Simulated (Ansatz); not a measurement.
One change: `N[Si](O)(F)Br` becomes `O[Si](F)(Br)O[SiH3]`.

Ansatz, PBE0-D4/def2-TZVP geometries, multiplicity 1. Each molecule was computed in one conformer, which needn't be the lowest.

Scalar relativity is left out up to krypton. Spin–orbit coupling is left out; it splits and shifts lone-pair levels of the heavy atoms by tenths of an eV.

```json
{"property": "HOMO–LUMO gap (PBE0/def2-TZVPP) / eV", "`N[Si](O)(F)Br`": "8.36"}
{"property": "HOMO energy (B3LYP/def2-TZVPP) / eV", "`N[Si](O)(F)Br`": "-7.81"}
{"property": "size of the dipole moment (B3LYP/def2-TZVPP) / D", "`N[Si](O)(F)Br`": "3.10"}
{"property": "LUMO energy (PBE/def2-TZVPP) / eV", "`N[Si](O)(F)Br`": "-0.61"}
{"property": "HOMO–LUMO gap (PBE/def2-TZVPP) / eV", "`N[Si](O)(F)Br`": "6.04"}
{"property": "HOMO energy (ωB97M-V/def2-TZVPP) / eV", "`N[Si](O)(F)Br`": "-10.36"}
```

(1) Give the same properties after the change, and the shifts. (An estimate is asked.)

Results:

(1) The calculation gave: 
| property | `O[Si](F)(Br)O[SiH3]` | shift |
| --- | --- | --- |
| HOMO–LUMO gap (PBE0/def2-TZVPP) / eV | 8.58 | 0.22 |
| HOMO energy (B3LYP/def2-TZVPP) / eV | -8.54 | -0.73 |
| size of the dipole moment (B3LYP/def2-TZVPP) / D | 2.30 | -0.80 |
| LUMO energy (PBE/def2-TZVPP) / eV | -1.13 | -0.52 |
| HOMO–LUMO gap (PBE/def2-TZVPP) / eV | 6.34 | 0.30 |
| HOMO energy (ωB97M-V/def2-TZVPP) / eV | -11.08 | -0.72 |

With PBE0 the HOMO falls by 0.76 eV and the LUMO falls by 0.53 eV, so the gap widens by about 0.23 eV. PBE moves the HOMO by -0.82 eV and ωB97M-V by -0.72 eV. Dipoles are sizes alone; their direction can turn.

B3LYP here is the variant with VWN-RPA as its local correlation; programs differ in this.
